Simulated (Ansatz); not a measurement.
Species: CH$_{4}$BO$_{2}$, charge 0, multiplicity 2. It need not be the lowest isomer of its formula. 
Structure (B3LYP-D3(BJ)/def2-TZVP (Ansatz, a program for electronic structure) minimum search):
```xyz
8

C     -1.4134    -0.2907    -0.0298
B      0.1428     0.0719    -0.0105
O      0.4027     1.3279    -0.3869
O      1.1335    -0.7972     0.3511
H     -1.7129    -0.5948     0.9770
H     -2.0506     0.5322    -0.3461
H     -1.5670    -1.1312    -0.7122
H      0.8071    -1.6667     0.5990
```
Charge 0, spin multiplicity 2.

Total electronic energies in hartree. Correlated levels leave the core frozen unless marked. UHF or UKS for open shells. No spin-orbit coupling. Non-relativistic. CBS marks a two-point X^-3 extrapolation of the correlation energy; Hartree-Fock from the larger set. [CCSD(T)-MP2]/basis is that difference in the basis named.

```
level                                                                 program  energy (Eh)
-------------------------------------------------------------  --------------  -----------
HF/aug-cc-pVDZ                                                         Ansatz   -214.70780
HF/cc-pVTZ                                                             Ansatz   -214.76298
HF/cc-pwCVTZ                                                           Ansatz   -214.76441
HF/cc-pVQZ                                                             Ansatz   -214.77886
B97M-V/def2-TZVPD                                                      Ansatz   -215.90879
HSE06-D4/def2-TZVPD                                            Ansatz + dftd4   -215.68803
LC-wPBE-D4/def2-TZVPD                                          Ansatz + dftd4   -215.80842
RPA@PBE/cc-pVTZ                                                        Ansatz   -215.86392
MP2/STO-3G                                                             Ansatz   -212.02464
MP2/CBS(cc-pVTZ,cc-pVQZ)                                               Ansatz    -215.5707
RI-MP2/cc-pVTZ                                                         Ansatz   -215.46247
SCS-MP2/cc-pVDZ                                                        Ansatz   -215.23465
RI-MP2/CBS(cc-pVTZ,cc-pVQZ)+[CCSD(T)-MP2]/cc-pVDZ                      Ansatz    -215.6256
RI-MP2/CBS(aug-cc-pVTZ,aug-cc-pVQZ)+[CCSD(T)-MP2]/aug-cc-pVTZ          Ansatz    -215.6326
CCSD(T)/CBS(aug-cc-pVTZ,aug-cc-pVQZ)                                   Ansatz    -215.6241
```

Totals of different functionals don't rank their quality; only differences between species are comparable.
